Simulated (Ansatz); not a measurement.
A made-up structure of C₂H₄I (charge +1), singlet:

```json
{"atom": "C1", "x (Å)": "-0.3241", "y (Å)": "0.1653", "z (Å)": "-0.5939"}
{"atom": "C2", "x (Å)": "0.3663", "y (Å)": "-0.0599", "z (Å)": "0.6470"}
{"atom": "I3", "x (Å)": "0.6692", "y (Å)": "-1.8068", "z (Å)": "1.5007"}
{"atom": "H4", "x (Å)": "1.4108", "y (Å)": "-2.6171", "z (Å)": "2.7981"}
{"atom": "H5", "x (Å)": "-1.1308", "y (Å)": "0.8953", "z (Å)": "-0.3995"}
{"atom": "H6", "x (Å)": "0.7715", "y (Å)": "0.7929", "z (Å)": "1.1911"}
{"atom": "H7", "x (Å)": "0.3539", "y (Å)": "0.7355", "z (Å)": "-1.2547"}
```

It is relaxed with PBE-D4/def2-SVP and then PBE0-D4/def2-TZVP (Ansatz 0.2.0). Atoms count as bonded within 1.22 times the sum of their covalent radii (H–H: 0.88 Å). The end point is not checked to be a true minimum.

Does its bonding change? (A judgement: the text doesn't fix the answer.)

By the calculation: No: no bond forms or breaks.

Where it ends: The first stage lowers the energy by 4.52 eV in 14 steps. It ends as C₂H₄I ([CH2][CH][IH]), total charge +1:
| atom | x (Å) | y (Å) | z (Å) |
| --- | --- | --- | --- |
| C1 | -0.0123 | 0.3440 | -0.3487 |
| C2 | 0.0477 | 0.0029 | 0.9195 |
| I3 | 0.3477 | -2.0279 | 1.4238 |
| H4 | 1.9100 | -1.8749 | 1.8579 |
| H5 | -0.2087 | 1.3871 | -0.5870 |
| H6 | -0.0899 | 0.6143 | 1.8006 |
| H7 | 0.1222 | -0.3404 | -1.1774 |

Labels in which every atom is bracketed show which atoms are joined, not bond orders.

For scale, one of the runs: PBE0-D4/def2-TZVP relaxation, 136 basis functions, launched by `ansatz run in.yaml --threads 2 --pin off --events-out ev --progress --plain --max-ram 4352MiB`. Hardware: 2 CPU threads of an Arm Neoverse V2, shared host. Wall time about 22 s.
